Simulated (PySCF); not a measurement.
A calculated (r2SCAN0, PySCF 2.14, x2c-TZVPPall, the spin-free X2C one-electron Hamiltonian (Gaussian nucleus)) atom or ion has these occupied shells.

| shell | electrons | orbital energy (eV) | rms radius, mean of both spins (bohr) |
| --- | --- | --- | --- |
| 1s α | 1 | -9602.8 | 0.0580 |
| 1s β | 1 | -9602.8 | 0.0580 |
| 2s β | 1 | -1195.8 | 0.245 |
| 2s α | 1 | -1195.8 | 0.245 |
| 2p α | 3 | -1035.8 | 0.219 |
| 2p β | 3 | -1035.8 | 0.219 |
| 3s α | 1 | -150.63 | 0.732 |
| 3s β | 1 | -150.62 | 0.732 |
| 3p α | 3 | -102.16 | 0.776 |
| 3p β | 3 | -102.14 | 0.776 |
| 3d α | 5 | -24.298 | 1.01 |
| 3d β | 5 | -24.229 | 1.01 |
| 4p α | 1 | -9.831 | 3.08 |

Name the element and its charge.

Zn⁺ (zinc, charge +1), in [Ar] 3d10 4p1, 2P determinant (an excited configuration).
